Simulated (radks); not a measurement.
Valence configurations of neutral thallium. Calculated with a radial shooting solver on a logarithmic mesh with Libxc functionals: Dirac Kohn-Sham, BLYP, spin-unpolarised, spherical densities, finite nucleus; open shells fill j = l - 1/2 first; Fermi nuclear charge, rms radius 5.4759 fm. Energies are relative to [Hg] 6p1; eigenvalues in eV.

| valence | E (eV) | e(4f5/2) | e(4f7/2) | e(5d3/2) | e(5d5/2) | e(6p1/2) |
|---|---|---|---|---|---|---|
| [Hg] 6p1 | 0.000 | -115.50 | -110.90 | -16.063 | -13.869 | -2.816 |
| [Xe] 4f13.5 5d10 6s2 6p1.5 | 56.098 | -124.38 | -119.71 | -18.772 | -16.432 | -3.367 |
| [Xe] 4f13.5 5d10 6s1 6p2.5 | 63.517 | -126.13 | -121.46 | -20.426 | -18.066 | -4.170 |
| [Xe] 4f14 5d10 6p3 | 14.274 | -118.96 | -114.36 | -19.345 | -17.110 | -4.404 |
| [Xe] 4f14 5d8 6s2 6p3 | 29.027 | -126.39 | -121.79 | -24.328 | -21.889 | -5.252 |
| [Xe] 4f14 5d10 6s1 6p2 | 6.375 | -116.97 | -112.37 | -17.451 | -15.239 | -3.468 |
| [Xe] 4f13.5 5d9.5 6s1.5 6p2.5 | 67.183 | -127.99 | -123.33 | -21.696 | -19.284 | -4.382 |
| [Xe] 4f13 5d10 6s2 6p2 | 116.37 | -133.43 | -128.69 | -21.529 | -19.041 | -3.901 |
| [Xe] 4f13.5 5d8.5 6s1.5 6p3.5 | 85.127 | -133.81 | -129.14 | -26.101 | -23.565 | -5.712 |
| [Xe] 4f13.5 5d9 6s2 6p2.5 | 71.252 | -129.91 | -125.24 | -22.988 | -20.525 | -4.598 |

NIST lists [Hg] 6p1 as the ground configuration; this level of theory agrees among the configurations tried. The energies are those of spherical spin-averaged densities, not of single terms.
